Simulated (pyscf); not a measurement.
This saddle point was located with ωB97X-D3(BJ)/def2-SVP in PySCF.

```xyz
7

I      1.2091    -2.2701    -0.5509
Si     0.3496    -0.0553     0.1006
H      0.3337     1.4795    -0.4961
H     -0.9901    -0.1281    -0.5337
H      1.5259     0.4383     0.8588
I     -0.6930     2.6324     0.8919
H     -0.4920     0.6167     1.3463
```
Charge 0, spin multiplicity 1.

Surface: singlet, charge 0. Lowest wavenumbers (cm⁻¹): 1761i, 100, 143, 145, 406.

Problem. Name the species on either side of this saddle.

Solution. H₃Si–I + HI ⇌ H₃Si–I + HI, a four-centre exchange read from left to right: H–Si, H–I broken and H–Si, H–I formed. At ωB97M-D3(BJ)/def2-TZVP it lies +3.38 eV from the left side and +3.38 eV from the right (each side as separated species at their lowest minima found). Another saddle between the same species, by other bonds, lies lower (1.67 eV against 3.38 eV at ωB97M-D3(BJ)/def2-TZVP). Elements past Kr carry the def2 core potentials, without spin-orbit coupling.
